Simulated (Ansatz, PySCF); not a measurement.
This PySCF input computes a BLYP/def2-TZVPD energy:

```python
from pyscf import gto, scf, dft

mol = gto.M(
    atom='''
    Cs   -0.00000000   -0.00000000   -0.52534792
    F     0.00000000    0.00000000    3.21045949
    ''',
    basis='def2-tzvpd',
    ecp='def2-tzvp',
    charge=1,
    spin=1,
    symmetry='C2v',
    verbose=4,
)

mf = dft.UKS(mol, xc='blyp').density_fit(auxbasis='def2-universal-jkfit')
mf.grids.level = 3
mf.conv_tol = 1e-9
mf.max_cycle = 100
mf.max_memory = 1500
mf.kernel()
if not mf.converged:
    mf = mf.newton()
    mf.kernel(mf.make_rdm1())
mf.analyze()
```

**Question.** Write an input for the same energy in Ansatz (a first-principles code) and say what it gives.

**Answer.** 
Ansatz 0.2 input:
```yaml
crystal:
  periodic: [false, false, false]
  atoms:
    - {symbol: Cs, position_ang: [-0.00000000, -0.00000000, -0.52534792]}
    - {symbol: F, position_ang: [0.00000000, 0.00000000, 3.21045949]}
basis:
  gaussian:
    orbitals: def2-TZVPD
hamiltonian:
  xc: {name: BLYP}
total_charge: 1
magnetization: {spin_polarized: true, initial_magnetization: 1}
output: {forces: true}
```
It gives -119.72731 Eh, and PySCF -119.72732 Eh, a difference of 0.01 mEh.
